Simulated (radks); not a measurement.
Results of a calculation; reference values are marked as such.
Effect of the nuclear size on the caesium ion Cs3+, [Kr] 4d10 5s2 5p4. Code: a radial shooting solver on a logarithmic mesh with Libxc functionals. Model: Dirac Kohn-Sham, LDA (Slater exchange, Perdew-Wang correlation), spin-unpolarised, spherical densities, finite nucleus; open shells are shared between the two j in proportion to 2j + 1; Fermi nuclear charge, rms radius 4.8041 fm. The rms radius is varied about that value; shifts are against it.

| rms radius (fm) | total energy shift (eV) | density at nucleus (e/bohr^3) | 1s1/2 shift (meV) | 2s1/2 shift (meV) | 4p1/2 shift (meV) | 5s1/2 shift (meV) | 5p1/2 shift (meV) | 5p3/2 shift (meV) | 6s1/2 (empty) shift (meV) |
|---|---|---|---|---|---|---|---|---|---|
| 4.2853 | -1.52 | 3.014e+05 | -633 | -75.4 | 0.247 | -0.525 | 0.064 | 0.074 | -0.127 |
| 4.4294 | -1.11 | 2.995e+05 | -463 | -55.2 | 0.180 | -0.384 | 0.047 | 0.054 | -0.093 |
| 4.8041 | 0 | 2.95e+05 | 0.000 | 0.000 | 0.000 | 0.000 | 0.000 | 0.000 | 0.000 |
| 5.2124 | 1.29 | 2.906e+05 | 540 | 64.3 | -0.210 | 0.447 | -0.055 | -0.063 | 0.108 |
| 5.6208 | 2.67 | 2.865e+05 | 1110 | 133 | -0.434 | 0.923 | -0.113 | -0.131 | 0.223 |

Slopes of the eigenvalues against <r^2> in GHz/fm^2, as finite differences over the two radii next to the reference (eigenvalue slopes, not the field-shift constants of lines): 1s1/2 32100, 2s1/2 3830, 4p1/2 -12.5, 5s1/2 26.6, 5p1/2 -3.27, 5p3/2 -3.78, 6s1/2 (empty) 6.43.
